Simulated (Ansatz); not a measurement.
Geometry optimisation, RKS B3LYP/6-31G* in Ansatz 0.2.0.

Input:

```yaml
crystal:
  periodic: [false, false, false]
  atoms:
    - { symbol: B, position_ang: [0.018099, -0.4855, -0.470236] }
    - { symbol: F, position_ang: [0.027846, 0.000746, 2.000922] }
    - { symbol: Cl, position_ang: [1.53499, 0.220712, -0.977774] }
    - { symbol: Cl, position_ang: [-1.521515, 0.181395, -0.964336] }
    - { symbol: H, position_ang: [0.033179, -1.520204, 0.117932] }
    - { symbol: H, position_ang: [0.018801, -0.923049, 1.887692] }
basis:
  gaussian: { orbitals: "6-31G*" }
hamiltonian:
  xc: b3lyp
relax:
  f_tol: 0.03
  max_steps: 50
```

Run as:

```bash
$ ansatz run input.yaml --threads 1 --pin off --max-ram 2048MiB --backend cpu --events-out ev --progress --plain --runs-dir out
```

Question: Where does it end, and by what steps?

Answer: It converged. After 7 steps the energy has fallen by 0.060 eV; H6 moved furthest, 0.36 Å.

| step | energy less start (eV) | largest force component (eV/Å) | accepted |
| --- | --- | --- | --- |
| 0 | 0.0000 | 0.427 | yes |
| 1 | -0.0339 | 0.986 | yes |
| 2 | 0.1189 | 2.704 | no |
| 3 | -0.0524 | 0.407 | yes |
| 4 | -0.0374 | 0.412 | no |
| 5 | -0.0576 | 0.162 | yes |
| 6 | -0.0602 | 0.048 | yes |
| 7 | -0.0604 | 0.017 | yes |

```xyz
6
Properties=species:S:1:pos:R:3
B 0.020 -0.526 -0.531
F 0.027 0.020 1.889
Cl 1.537 0.258 -0.939
Cl -1.523 0.218 -0.919
H 0.037 -1.648 -0.146
H 0.014 -0.849 2.239
```

Whether the end is a true minimum wasn't checked by a vibrational analysis.

Time of the run: 20 s on 1 thread of AMD EPYC 7R43 64-Core Processor (Zen 3), on a shared host, peak memory 0.15 GiB.
